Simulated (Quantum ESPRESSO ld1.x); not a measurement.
These are the eigenvalues of the occupied orbitals of an atom or ion with whole-number occupations (hartree). All-electron calculation, non-relativistic Kohn-Sham, LDA (Slater exchange, Perdew-Zunger correlation), spin-unpolarised, spherical densities, point nucleus. Program: ld1.x of Quantum ESPRESSO 7.5.

| orbital | eigenvalue |
|---|---|
| 1s | -1407.02 |
| 2s | -219.555 |
| 2p | -207.796 |
| 3s | -47.9019 |
| 3p | -42.8050 |
| 3d | -33.2801 |
| 4s | -10.2949 |
| 4p | -8.39404 |
| 4d | -5.05390 |
| 5s | -2.20922 |
| 5p | -1.67750 |
| 4f | -1.19160 |

Which element is it, and in what charge state? The configuration may be excited.

Answer. Z = 58, cerium, charge +3: Ce3+ in [Xe] 4f1. The list shows which subshells hold electrons but not how many an open one holds; the 1s level, -1407 hartree, gives Z - s = 53.0 by -(Z - s)^2/2, which with screening narrows Z to a few neighbours, and the depths of the outer levels then fix element, charge and occupations together.
